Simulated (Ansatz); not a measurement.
CH₃FOSeSi (`O[Si]1(F)C[Se]1`), relaxed with RKS PBE0-D4/def2-TZVP in Ansatz 0.2.0 from a PBE-D4/def2-SVP geometry. The force threshold is 0.005 eV/Å; the program also tests the step.

Charge 0, multiplicity 1.

Start:

```xyz
8

O     0.637   -1.388    1.070
Si   -0.218   -0.080    0.515
F    -1.715   -0.129    1.169
C     0.010    0.424   -1.226
Se    0.678    1.911    0.101
H     0.604   -1.546    2.030
H     0.842    0.019   -1.828
H    -0.838    0.788   -1.831
```

Task: How much energy does the relaxation release, and in how many steps? (Estimate.)

Result: Ansatz gave: 0.09 eV, in 15 steps, 2 of them rejected.

Task: Which bonds change most? (Best estimate.)

Result: Ansatz gave: Si2–F3 from 1.634 to 1.589 Å; O1–Si2 from 1.658 to 1.620 Å; C4–Se5 from 2.102 to 2.075 Å; Si2–Se5 from 2.222 to 2.195 Å.

Task: Give the relaxed structure. (Best estimate.)

Result: The calculation gave: 
```xyz
8

O     0.669   -1.311    1.090
Si   -0.194   -0.066    0.516
F    -1.647   -0.134    1.156
C     0.006    0.416   -1.214
Se    0.661    1.906    0.073
H     0.517   -1.603    1.991
H     0.826    0.029   -1.809
H    -0.838    0.762   -1.802
```
